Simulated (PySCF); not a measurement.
# Distorted geometries of [WO2F2]−

[WO2F2]− (doublet). PySCF 2.14.0, UKS PBE0, W def2-SVP with ECP60, O def2-SVP, F def2-SVP; non-relativistic Hamiltonian with scalar-relativistic core potentials where named; density fitting; no spin-orbit coupling. Relaxed geometry:

```xyz
5

W     0.0000    0.0000    0.1969
O     1.0201    1.0201    1.1592
O    -1.0201   -1.0201    1.1592
F     0.8876   -0.8876   -1.2884
F    -0.8876    0.8876   -1.2884
```

Q: Order these distorted geometries by energy above the relaxed one, lowest first.
A.
```xyz
5

W    -0.0856   -0.0825    0.1588
O     1.0610    1.0762    1.1123
O    -0.9958   -0.9325    1.2208
F     0.8959   -0.9108   -1.3094
F    -0.8754    0.8495   -1.2439
```
B.
```xyz
5

W     0.0070    0.0102    0.2119
O     1.0545    1.0349    1.1026
O    -1.0260   -1.0404    1.1650
F     0.8704   -0.9048   -1.2413
F    -0.9059    0.9000   -1.2996
```
C.
```xyz
5

W     0.0222   -0.0302    0.2399
O     1.0258    1.0315    1.1459
O    -1.0291   -0.9954    1.1543
F     0.8524   -0.9032   -1.3003
F    -0.8713    0.8973   -1.3012
```

A: B (0.05 eV), C (0.12 eV), A (0.97 eV).

Q: Which forces (eV/Å) act in the one that lies 0.12 eV up?

A: 
```
W    0.25  1.43 -3.71
O    0.48  0.37  0.80
O   -1.21 -1.23  1.49
F    0.04 -0.06  0.36
F    0.44 -0.51  1.05
```
Forces carry noise of the integration grid, about 0.01 to 0.03 eV/Å.

Open shells may have lower solutions than the one found.
